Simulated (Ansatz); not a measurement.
Cost and result up the ladder for anthraquinone, `O=C1c2ccccc2C(=O)c2ccccc21` (24 atoms). Charge 0, multiplicity 1. Geometry: PBE-D4/def2-SVP.

Cartesian coordinates in Å:
```
O -1.658 0.557 -2.083
C -0.907 0.305 -1.140
C 0.560 0.107 -1.342
C 1.086 0.213 -2.643
C 2.456 0.033 -2.865
C 3.315 -0.255 -1.787
C 2.800 -0.362 -0.490
C 1.424 -0.182 -0.257
C 0.908 -0.303 1.140
O 1.658 -0.554 2.084
C -0.560 -0.106 1.342
C -1.086 -0.213 2.643
C -2.456 -0.034 2.865
C -3.315 0.254 1.787
C -2.800 0.361 0.490
C -1.424 0.183 0.257
H 0.388 0.439 -3.463
H 2.864 0.116 -3.884
H 4.392 -0.396 -1.965
H 3.443 -0.585 0.375
H -0.388 -0.438 3.463
H -2.864 -0.118 3.884
H -4.392 0.394 1.965
H -3.443 0.585 -0.375
```

Ansatz on 4 threads of Intel Xeon Platinum 8488C on a shared host. Times are rough, and most runs start from the orbitals of an earlier one. PBE0-D4/def2-TZVP serves as the yardstick here, not as an exact answer. Differences are given only for rows in sets of like size (and for xTB, whose basis is part of the method), since another set adds its own error. Binding counts from free atoms at the same level (O triplet, C triplet, H doublet; other spins of the atoms weren't run), without zero-point energy or a counterpoise term.

B3LYP takes the VWN-RPA correlation. Correlated methods freeze 16 core orbitals. The rows differ in basis, and correlated rows in double-zeta sets carry the largest basis error.

Run but left out: HF/STO-3G, HF/6-31G (restricted singlet, unstable in another Hartree–Fock run and untested here).

Correlated methods converge slowly with the basis, most of all in double-zeta sets.

| level | functions | wall time | binding energy per atom (eV) | difference from PBE0-D4/def2-TZVP (eV) | remarks |
| --- | --- | --- | --- | --- | --- |
| B3LYP-D4/6-31G | 160 | 3.6 s | 5.36 | – | – |
| PBE-D4/def2-SVP | 264 | 3.7 s | 5.85 | – | – |
| PBE0-D4/def2-SVP | 264 | 6.5 s | 5.70 | – | – |
| PBE-D4/def2-TZVP | 544 | 9 s | 5.75 | 0.15 | – |
| MP2/def2-SVP | 264 | 9.5 s | 5.47 | – | restricted SCF unstable |
| r2SCAN-D4/def2-TZVP (with forces) | 544 | 18 s | 5.54 | -0.06 | – |
| PBE0-D4/def2-TZVP (with forces) | 544 | 35 s | 5.60 | 0.00 | – |
